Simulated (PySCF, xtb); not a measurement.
C2H9NSi, SMILES CN(C)[SiH3].

Harmonic wavenumbers (cm⁻¹) from GFN2-xTB run with xtb at its own minimum, in rising order: 122, 161, 205, 269, 305, 388, 563, 612, 694, 749, 817, 829, 1042, 1058, 1090, 1127, 1210, 1308, 1419, 1430, 1482, 1490, 1503, 1513, 2146, 2256, 2263, 2882, 2883, 2941, 2945, 3034, 3035.

Question: What does PBE-D3(BJ)/def2-SVP run with PySCF 2.14.0 give at its own minimum? (The exact figures need the calculation; the answer reports its results.)

Answer: 127, 143, 228, 248, 267, 354, 657, 663, 693, 870, 937, 943, 1004, 1055, 1078, 1126, 1217, 1268, 1380, 1398, 1399, 1412, 1431, 1455, 2089, 2159, 2170, 2879, 2886, 2948, 2957, 3042, 3043. Paired by order, the mean absolute difference is 42 cm⁻¹ and the zero-point energies are 65.4 and 65.1 kcal/mol.
